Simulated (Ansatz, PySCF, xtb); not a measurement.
Process, species as SMILES: Cl[Si](Cl)(Cl)[Si](Cl)(Cl)Cl + 6 [SiH4] (SiH4) → 6 [SiH3]Cl [chlorosilane] + [SiH3][SiH3]
Geometries: B3LYP-D3(BJ)/def2-TZVP minima from Ansatz (a quantum-chemistry and plane-wave program), one conformer each, not searched for the lowest. Frequencies are from Ansatz or PySCF.

Property: bond separation energy (0 K, with B3LYP-D3(BJ) harmonic zero-point energies), in eV. Correlated levels leave the core frozen unless marked. Spin-orbit coupling is left out. No relativistic terms. CBS(X,Y): correlation extrapolated as X^-3; Hartree-Fock from the larger set. The bracket is a focal-point correction in the basis named.

```
level                                                                 program  bond separation energy (eV)
-------------------------------------------------------------  --------------  ---------------------------
GFN2-xTB                                                                  xtb                        -0.87
HF/cc-pVTZ                                                             Ansatz                        -0.14
SVWN5/def2-TZVPD                                                       Ansatz                         0.61
BLYP-D4/def2-TZVPD                                             Ansatz + dftd4                         0.68
r2SCAN-D3(BJ)/def2-TZVPD                                       Ansatz + dftd3                         0.48
r2SCANh/def2-TZVPD                                                     Ansatz                         0.38
HSE06/def2-TZVPD                                                       Ansatz                         0.26
CAM-B3LYP-D3(BJ)/def2-TZVPD                                    Ansatz + dftd3                         0.41
B2PLYP/def2-TZVPD                                                      Ansatz                         0.30
RPA@PBE/cc-pV(Q+d)Z                                                    Ansatz                         0.31
RI-MP2/CBS(cc-pV(T+d)Z,cc-pV(Q+d)Z)                                    Ansatz                         0.50
CCSD/cc-pV(T+d)Z                                                       Ansatz                         0.28
CCSD(T) with core electrons (1s frozen past Ne)/cc-pwCVTZ              Ansatz                         0.42
RI-MP2/CBS(cc-pV(T+d)Z,cc-pV(Q+d)Z)+[CCSD(T)-MP2]/cc-pV(D+d)Z          Ansatz                         0.45
RI-MP2/CBS(cc-pV(T+d)Z,cc-pV(Q+d)Z)+[CCSD(T)-MP2]/cc-pV(T+d)Z          Ansatz                         0.40
```
